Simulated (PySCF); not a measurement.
Vertical excitations of a molecule CH6ClFSi3 from TDA-PBE/def2-SVPD run with PySCF, as energy in eV (oscillator strength): 4.80 (0.007), 5.56 (0.005), 5.83 (0.025), 5.95 (0.121), 6.03 (0.083), 6.08 (0.061), 6.26 (0.010), 6.29 (0.020), 6.32 (0.007), 6.43 (0.029). Lowest triplet (TDA): 4.29 eV. Geometry optimised at PBE-D3(BJ)/def2-SVP. One conformer was computed; it need not be the lowest.

Q: Which molecule gave these data?
A. F[Si]1(Cl)[SiH2]C[SiH2]1
B. F[Si@]1(Cl)C[SiH2][SiH2]1
C. F[C@H]1[SiH2][Si@@H](Cl)[SiH2]1
D. F[Si@@H]1[SiH2]C[Si@H]1Cl

A: B, F[Si@]1(Cl)C[SiH2][SiH2]1
